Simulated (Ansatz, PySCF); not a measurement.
C4H7O, SMILES [CH2]C(=O)CC, multiplicity 2. Atoms are numbered in the order given.

```xyz
12

C      0.5536     1.8704     0.0000
C     -0.1055     0.5863     0.0000
O     -1.3299     0.5137     0.0000
C      0.7646    -0.6579     0.0000
C     -0.0351    -1.9442     0.0000
H      1.6426     1.9651     0.0000
H     -0.0656     2.7702     0.0000
H      1.4358    -0.6025     0.8761
H      1.4358    -0.6025    -0.8761
H      0.6270    -2.8220     0.0000
H     -0.6880    -2.0003    -0.8829
H     -0.6880    -2.0003     0.8829
```
Charge 0, spin multiplicity 2.

The structure is a stationary point at PBE0-D3(BJ)/def2-SVP. The isomer is the one that the SMILES or the coordinates give; other isomers of the formula were not compared. Other conformers were not sampled.

Two levels are set side by side: PBE-D3(BJ)/def2-SVP (Ansatz, a quantum-chemistry and plane-wave program) and PBE0-D3(BJ)/def2-SVP (Ansatz). Each level has its own optimised geometry; the coordinates shown are those of the second. Frequencies come from the Hessian of PySCF at each geometry. Differences are taken from unrounded values.

```json
[
 {"quantity": "mean bond length (Å)", "PBE0-D3(BJ)": "1.218", "PBE-D3(BJ)": "1.227", "PBE-D3(BJ) minus PBE0-D3(BJ)": "0.009"},
 {"quantity": "bond C1–C2 (Å)", "PBE0-D3(BJ)": "1.443", "PBE-D3(BJ)": "1.449", "PBE-D3(BJ) minus PBE0-D3(BJ)": "0.006"},
 {"quantity": "bond C2–O3 (Å)", "PBE0-D3(BJ)": "1.227", "PBE-D3(BJ)": "1.242", "PBE-D3(BJ) minus PBE0-D3(BJ)": "0.015"},
 {"quantity": "bond C2–C4 (Å)", "PBE0-D3(BJ)": "1.518", "PBE-D3(BJ)": "1.530", "PBE-D3(BJ) minus PBE0-D3(BJ)": "0.012"},
 {"quantity": "bond C4–C5 (Å)", "PBE0-D3(BJ)": "1.515", "PBE-D3(BJ)": "1.523", "PBE-D3(BJ) minus PBE0-D3(BJ)": "0.008"},
 {"quantity": "bond C1–H6 (Å)", "PBE0-D3(BJ)": "1.093", "PBE-D3(BJ)": "1.102", "PBE-D3(BJ) minus PBE0-D3(BJ)": "0.009"},
 {"quantity": "bond C1–H7 (Å)", "PBE0-D3(BJ)": "1.092", "PBE-D3(BJ)": "1.101", "PBE-D3(BJ) minus PBE0-D3(BJ)": "0.008"},
 {"quantity": "bond C4–H8 (Å)", "PBE0-D3(BJ)": "1.105", "PBE-D3(BJ)": "1.114", "PBE-D3(BJ) minus PBE0-D3(BJ)": "0.009"},
 {"quantity": "bond C4–H9 (Å)", "PBE0-D3(BJ)": "1.105", "PBE-D3(BJ)": "1.114", "PBE-D3(BJ) minus PBE0-D3(BJ)": "0.009"},
 {"quantity": "bond C5–H10 (Å)", "PBE0-D3(BJ)": "1.100", "PBE-D3(BJ)": "1.108", "PBE-D3(BJ) minus PBE0-D3(BJ)": "0.008"},
 {"quantity": "bond C5–H11 (Å)", "PBE0-D3(BJ)": "1.100", "PBE-D3(BJ)": "1.108", "PBE-D3(BJ) minus PBE0-D3(BJ)": "0.008"},
 {"quantity": "bond C5–H12 (Å)", "PBE0-D3(BJ)": "1.100", "PBE-D3(BJ)": "1.108", "PBE-D3(BJ) minus PBE0-D3(BJ)": "0.008"},
 {"quantity": "highest harmonic wavenumber (cm⁻¹)", "PBE0-D3(BJ)": "3300", "PBE-D3(BJ)": "3202", "PBE-D3(BJ) minus PBE0-D3(BJ)": "-98"},
 {"quantity": "mean harmonic wavenumber (cm⁻¹)", "PBE0-D3(BJ)": "1454", "PBE-D3(BJ)": "1405", "PBE-D3(BJ) minus PBE0-D3(BJ)": "-49"},
 {"quantity": "zero-point energy (kcal/mol)", "PBE0-D3(BJ)": "62.38", "PBE-D3(BJ)": "60.26", "PBE-D3(BJ) minus PBE0-D3(BJ)": "-2.12"}
]
```

Exact exchange shortens and stiffens bonds; PBE has none. Differences between two approximate levels are no errors against the true value.
